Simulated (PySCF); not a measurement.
## Two-component Hartree-Fock for Xe⁺ (xenon, charge +1)

Start: [Kr] 4d10 5s2 5p5; 5p1/2 filled at m_j = -1/2, +1/2; 5p3/2 filled at m_j = -1/2, +1/2, +3/2. Calculated with PySCF 2.14 in x2c-TZVPall-2c with one added diffuse shell each of s, p, d, f type (9s10p6d3f, 90 functions): generalised Hartree-Fock with the X2C-1e Hamiltonian and a Gaussian nucleus; one run each with spin-orbit coupling (SO) switched off, then screened by Boettger's factors.

```
spinor shell  electrons  ε, spin-free (eV)  ε, screened SO (eV)  weight of nominal j (screened SO)  rms radius, screened SO (bohr)
       1s1/2          2           -34737.8             -34733.6                              1.000                          0.0305
       2s1/2          2            -5516.8              -5515.5                              1.000                           0.124
       2p1/2          2            -4944.3              -5170.2                              1.000                           0.107
       2p3/2          4            -4944.3              -4842.7                              1.000                           0.112
       3s1/2          2            -1180.1              -1179.7                              1.000                           0.326
       3p1/2          2            -990.82              -1034.9                              1.000                           0.318
       3p3/2          4            -990.82              -970.73                              1.000                           0.330
       3d3/2          4            -710.47              -718.15                              1.000                           0.302
       3d5/2          6            -710.47              -704.85                              1.000                           0.305
       4s1/2          2            -239.45              -239.24                              1.000                           0.762
       4p1/2          2            -176.86              -185.68                              1.000                           0.797
       4p3/2          4            -176.86              -172.67                              1.000                           0.825
       4d3/2          4            -82.678              -83.834                              0.998                           0.938
       4d5/2          6            -82.678              -81.649                              0.999                           0.948
       5s1/2          2            -36.363              -36.298                              1.000                            1.98
       5p1/2          2            -21.493              -22.518                              0.928                            2.30
       5p3/2          3            -21.493              -20.946                              0.952                            2.39
```

```tsv
quantity	spin-free	screened SO
E (hartree)	-7441.91173	-7444.33826
M_J	3/2	3/2
⟨J²⟩	3.762	3.762
⟨L²⟩	2.009	2.038
⟨S²⟩	0.753	0.781
```

Each row is a mean over spinors that exchange with the open shell spreads, by up to 2.677 eV (5s1/2).

Breit and QED terms are absent; they matter most for the inner s and p1/2 levels.

Densities and radii are taken from the X2C orbitals without a picture-change correction, which distorts them close to the nucleus.

Without spin-orbit coupling the j labels of p, d and f shells carry no meaning; the spin-free column gives the mean over the occupied spinors of each nl shell.
